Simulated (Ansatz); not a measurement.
`[CH2]1O[SiH2][AlH]1`, relaxed with RKS PBE-D4/def2-SVP in Ansatz from a rough embedded geometry. The force threshold is 0.03 eV/Å; the program also tests the step.

The species carries charge 0 and has multiplicity 1.

Start:

```xyz
9

C    -0.159    0.184   -1.150
O    -1.246   -0.303   -0.505
Si   -0.623   -0.398    1.086
Al    1.262    0.345    0.199
H    -0.412    1.213   -1.639
H     0.194   -0.483   -2.010
H    -0.522   -1.858    1.533
H    -1.326    0.441    2.005
H     2.833    0.858    0.479
```

Question: By how much does the energy fall, and how many steps does the optimiser take? (An estimate is asked.)

Answer: Computed: 90.90 kJ/mol, in 5 steps.

Question: Which bonds change most? (Best estimate.)

Answer: The calculation gave: Si3–Al4 from 2.211 to 2.447 Å; C1–O2 from 1.354 to 1.450 Å; Si3–H8 from 1.430 to 1.512 Å; Al4–H9 from 1.676 to 1.610 Å.

Question: Give the relaxed structure. (Best estimate.)

Answer: Ansatz gave: 
```xyz
9

C    -0.040    0.255   -1.247
O    -1.105   -0.269   -0.415
Si   -0.640   -0.477    1.225
Al    1.379    0.430    0.182
H    -0.371    1.202   -1.738
H     0.184   -0.456   -2.078
H    -0.774   -1.920    1.656
H    -1.542    0.308    2.151
H     2.908    0.927    0.265
```
